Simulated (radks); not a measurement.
Q: The gallium ion Ga+, configuration [Ar] 3d10 4s2. Calculated with a radial shooting solver on a logarithmic mesh with Libxc functionals: non-relativistic Kohn-Sham, PBE, spin-polarised, spherical densities, point nucleus. Some entries of the table are withheld. Estimate them.

| orbital | occ. | eigenvalue (hartree) | <1/r> (bohr^-1) |
|---|---|---|---|
| 1s | 2 | -371.1653 | (1) |
| 2s | 2 | -45.58268 | 6.677 |
| 2p | 6 | -40.41978 | 6.646 |
| 3s | 2 | -5.56996 | (2) |
| 3p | 6 | -3.89539 | 2.011 |
| 3d | 10 | -1.02990 | 1.657 |
| 4s | 2 | (3) | 0.5769 |
| 4p | 0 | (4) | 0.4470 |

A: 
(1) 1s <1/r> (bohr^-1): 30.51
(2) 3s <1/r> (bohr^-1): 2.138
(3) 4s eigenvalue (hartree): -0.58943
(4) 4p eigenvalue (hartree): -0.33410
